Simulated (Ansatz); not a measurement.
`C[O][Mo](=[O])([F])([F])[F]` at its PBE0-D4/def2-TZVP geometry, where that method's forces vanish. Total charge 0; spin multiplicity 1. Mo: def2 effective core potential.

```json
{"atom": "C1", "x (Å)": "1.3585", "y (Å)": "0.9707", "z (Å)": "0.3004"}
{"atom": "O2", "x (Å)": "0.7467", "y (Å)": "-0.2017", "z (Å)": "-0.1651"}
{"atom": "Mo3", "x (Å)": "-0.9580", "y (Å)": "-0.8524", "z (Å)": "-0.2921"}
{"atom": "O4", "x (Å)": "-0.8273", "y (Å)": "-2.0422", "z (Å)": "-1.4231"}
{"atom": "F5", "x (Å)": "-2.7540", "y (Å)": "-0.7911", "z (Å)": "0.1301"}
{"atom": "F6", "x (Å)": "-0.7712", "y (Å)": "-1.6468", "z (Å)": "1.3678"}
{"atom": "F7", "x (Å)": "-1.3496", "y (Å)": "0.7425", "z (Å)": "-1.1673"}
{"atom": "H8", "x (Å)": "0.8388", "y (Å)": "1.8390", "z (Å)": "-0.1180"}
{"atom": "H9", "x (Å)": "2.3995", "y (Å)": "0.9723", "z (Å)": "-0.0253"}
{"atom": "H10", "x (Å)": "1.3166", "y (Å)": "1.0097", "z (Å)": "1.3927"}
```

(1) For each bond, give half the difference of the two atoms' forces along it (eV/Å; positive pushes the atoms apart) under PBE-D4, r2SCAN-D4, B3LYP-D4, ωB97M-V in def2-TZVPP. (An estimate is asked.)

Answers

(1) Computed: 
```tsv
bond	length (Å)	PBE-D4	r2SCAN-D4	B3LYP-D4	ωB97M-V
C1–O2	1.402	-0.10	0.07	0.17	0.46
C1–H8	1.095	0.12	-0.04	-0.08	-0.14
C1–H9	1.091	0.09	-0.05	-0.11	-0.13
C1–H10	1.094	0.11	-0.04	-0.08	-0.13
O2–Mo3	1.829	0.35	0.21	0.11	-0.16
Mo3–O4	1.647	1.29	0.76	0.48	-0.51
Mo3–F5	1.846	0.11	-0.08	0.15	0.11
Mo3–F6	1.850	0.21	0.02	0.17	0.09
Mo3–F7	1.861	0.20	0.01	0.17	0.08
```

B3LYP here is the variant with VWN-RPA as its local correlation; programs differ in this.
